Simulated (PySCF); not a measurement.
# Correlation energy of Tl²⁺ (thallium, charge +2)

[Xe] 4f14 5d9 6s1 6p1, one real determinant (an excited configuration). All numbers are calculated (PySCF 2.14, scalar relativity by spin-free X2C-1e, in x2c-TZVPPall). Frozen: [Kr] 4d10 4f14; 19 electrons correlated.

| level | correlation energy (mhartree) |
| --- | --- |
| CCSD | -355.00 |
| (T) | -6.28 |
| CCSD(T) | -361.28 |

Diagnostics: T1 = 0.0065, D1 = 0.0236, largest double amplitude 0.056.

Is a single reference adequate?

Yes, within this model without spin-orbit coupling: T1 lies below 0.03 and no double amplitude reaches 0.07.

The reference is one real determinant that mixes LS terms of this configuration.

This basis was not built for core-valence correlation, so the inner-shell part is incomplete.
